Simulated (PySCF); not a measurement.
# Two-component Hartree-Fock for Au (gold, neutral)

Start: [Xe] 4f14 5d10 6s1; 6s1/2 filled at m_j = +1/2. Calculated with PySCF 2.14 in x2c-TZVPall-2c: generalised Hartree-Fock with the X2C-1e Hamiltonian and a Gaussian nucleus; spin-orbit coupling (SO) screened by Boettger's factors. This is a chosen level, not necessarily the ground level.

| spinor shell | electrons | ε, screened SO (eV) | weight of nominal j (screened SO) | rms radius, screened SO (bohr) |
| --- | --- | --- | --- | --- |
| 1s1/2 | 2 | -81145.6 | 1.000 | 0.0190 |
| 2s1/2 | 2 | -14465.2 | 1.000 | 0.0768 |
| 2p1/2 | 2 | -13847.7 | 1.000 | 0.0651 |
| 2p3/2 | 4 | -12006.6 | 1.000 | 0.0731 |
| 3s1/2 | 2 | -3481.8 | 1.000 | 0.196 |
| 3p1/2 | 2 | -3205.1 | 1.000 | 0.188 |
| 3p3/2 | 4 | -2792.7 | 1.000 | 0.204 |
| 3d3/2 | 4 | -2338.6 | 1.000 | 0.179 |
| 3d5/2 | 6 | -2250.5 | 1.000 | 0.183 |
| 4s1/2 | 2 | -792.03 | 1.000 | 0.433 |
| 4p1/2 | 2 | -672.89 | 1.000 | 0.438 |
| 4p3/2 | 4 | -572.68 | 1.000 | 0.471 |
| 4d3/2 | 4 | -377.48 | 1.000 | 0.485 |
| 4d5/2 | 6 | -358.25 | 1.000 | 0.497 |
| 5s1/2 | 2 | -127.38 | 1.000 | 1.000 |
| 4f5/2 | 6 | -105.19 | 1.000 | 0.544 |
| 4f7/2 | 8 | -101.41 | 1.000 | 0.546 |
| 5p1/2 | 2 | -86.790 | 1.000 | 1.09 |
| 5p3/2 | 4 | -69.593 | 1.000 | 1.19 |
| 5d3/2 | 4 | -13.553 | 0.997 | 1.68 |
| 5d5/2 | 6 | -11.687 | 0.998 | 1.78 |
| 6s1/2 | 1 | -8.005 | 1.000 | 3.30 |

```csv
quantity,screened SO
E (hartree),-19026.84340
M_J,1/2
⟨J²⟩,0.753
⟨L²⟩,0.182
⟨S²⟩,0.936
```

Breit and QED terms are absent; they matter most for the inner s and p1/2 levels.

Densities and radii are taken from the X2C orbitals without a picture-change correction, which distorts them close to the nucleus.
